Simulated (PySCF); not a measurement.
Species: C₅H₈BO (charge -1).
SMILES: `[BH3-]c1ccc(C)o1`

Computed, not measured: PBE0-D3(BJ)/def2-SVP geometry optimisation, gas phase (PySCF 2.14.0).

Take the most abundant isotopes and a rigid rotor. 

Problem. What are A, B and C (GHz)?

Solution. Ia = 82.93, Ib = 243.24, Ic = 318.88 u·Å²; 505379 MHz·u·Å²/I gives 6094, 2078 and 1585 MHz, that is A = 6.0941, B = 2.0777, C = 1.5848 GHz.

Problem. Classify the top.

Solution. An asymmetric top; Ray's κ = -0.781.

Problem. What does the inertial defect say?

Solution. Not planar: Δ = Ic − Ia − Ib = -7.29 u·Å². For a rigid frame Δ = −2 Σ m c², so Σ m c² = 3.64 u·Å² lies off the ab plane, practically all of it from hydrogen. The atom farthest from that plane is 1.04 Å away.

Problem. Give the other two planar moments, Paa and Pbb, and the rms extents of the mass along the axes.

Solution. Paa = Σ m a² = (Ib + Ic − Ia)/2 = 239.60 and Pbb = Σ m b² = (Ia + Ic − Ib)/2 = 79.29 u·Å². With the mass M = 95.07 u, the rms extents √(P/M) along a, b and c are 1.59, 0.91, 0.20 Å.

Problem. List the rotational levels J(Ka,Kc) to J = 5 (MHz).

Solution. Above 0(0,0):
J = 1: 1(0,1) 3663, 1(1,1) 7679, 1(1,0) 8172
J = 2: 2(0,2) 10945, 2(1,2) 14511, 2(1,1) 15990, 2(2,1) 28039, 2(2,0) 28082
J = 3: 3(0,3) 21764, 3(1,3) 24734, 3(1,2) 27689, 3(2,2) 39027, 3(2,1) 39238, 3(3,1) 60367, 3(3,0) 60369
J = 4: 4(0,4) 36006, 4(1,4) 38320, 4(1,3) 43232, 4(2,3) 53644, 4(2,2) 54263, 4(3,2) 75096, 4(3,1) 75112, 4(4,1) 104865, 4(4,0) 104865
J = 5: 5(0,5) 53548, 5(1,5) 55236, 5(1,4) 62565, 5(2,4) 71862, 5(2,3) 73251, 5(3,3) 93532, 5(3,2) 93596, 5(4,2) 123272, 5(4,1) 123273, 5(5,1) 161550, 5(5,0) 161550
Those of J = 1 are B + C, A + C and A + B.

Problem. Which types of transition are allowed, and where do some lines up to J = 4 fall?

Solution. The dipole components (about the centre of mass, as the species is charged) are |μa| = 9.38 D, |μb| = 2.37 D, |μc| = 0.01 D. The squared components, which scale the intensities, stand as 1.00 : 0.06 : 0.00 (a : b : c). Some of the stronger lines:

| type | branch | J(Ka,Kc) | MHz | lower level (cm⁻¹) |
| --- | --- | --- | --- | --- |
| a | Q | 1(1,0) ← 1(1,1) | 493 | 0.256 |
| a | Q | 4(2,2) ← 4(2,3) | 619 | 1.789 |
| a | Q | 2(1,1) ← 2(1,2) | 1479 | 0.484 |
| a | Q | 3(1,2) ← 3(1,3) | 2955 | 0.825 |
| a | R | 1(0,1) ← 0(0,0) | 3663 | 0.000 |
| a | Q | 4(1,3) ← 4(1,4) | 4912 | 1.278 |
| a | R | 2(1,2) ← 1(1,1) | 6832 | 0.256 |
| a | R | 2(0,2) ← 1(0,1) | 7282 | 0.122 |
| a | R | 2(1,1) ← 1(1,0) | 7818 | 0.273 |
| a | R | 3(1,3) ← 2(1,2) | 10223 | 0.484 |
| a | R | 3(0,3) ← 2(0,2) | 10819 | 0.365 |
| a | R | 3(2,2) ← 2(2,1) | 10988 | 0.935 |
| a | R | 3(2,1) ← 2(2,0) | 11156 | 0.937 |
| a | R | 3(1,2) ← 2(1,1) | 11699 | 0.533 |
| a | R | 4(1,4) ← 3(1,3) | 13586 | 0.825 |
| a | R | 4(0,4) ← 3(0,3) | 14242 | 0.726 |
| a | R | 4(2,3) ← 3(2,2) | 14617 | 1.302 |
| a | R | 4(3,2) ← 3(3,1) | 14729 | 2.014 |
| a | R | 4(3,1) ← 3(3,0) | 14743 | 2.014 |
| a | R | 4(1,3) ← 3(1,2) | 15543 | 0.924 |

Whether it is a minimum is left open (no frequencies). The geometry's basis has no diffuse functions, a weakness for an anion. Zero-point vibration and centrifugal distortion are left out. A rigid rotor knows nothing of internal rotation, which can split or shift real lines. Quadrupole hyperfine structure (11B) is left out.
